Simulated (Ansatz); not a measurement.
Wavefunction ladder for `C[SiH2][SiH](F)F`

Cartesian coordinates in Å:
```
C 0.6426 0.6737 1.4601
Si -0.1186 0.8588 -0.2416
Si -0.5213 -1.2393 -1.2041
F 0.8494 -2.0539 -1.2927
F -1.4865 -2.0831 -0.2519
H 1.5910 0.1362 1.4002
H 0.8298 1.6524 1.9067
H -0.0245 0.1164 2.1207
H 0.7810 1.6118 -1.1596
H -1.4182 1.5841 -0.1788
H -1.1247 -1.2571 -2.5590
```

The species carries charge 0 and has multiplicity 1. Geometry: relaxed with PBE0-D4/def2-TZVP. It is one conformer, not always the lowest. Frozen core, restricted reference, the Gaussian-basis code of Ansatz. CBS rows extrapolate triple and quadruple zeta; past MP2 they add the triple-zeta difference.

```tsv
basis	HF (Eh)	MP2 corr.	CCSD corr.	(T)	CCSD(T) total
def2-SVP	-817.85697	-0.70773	-0.75820	-0.01525	-818.63042
def2-TZVPP	-818.37903	-0.91940	-0.96387	-0.03032	-819.37322
def2-QZVPP	-818.40918	-0.99871	–	–	–
CBS(def2)	-818.41333	-1.05746	-1.10193	as TZ	-819.54558
```
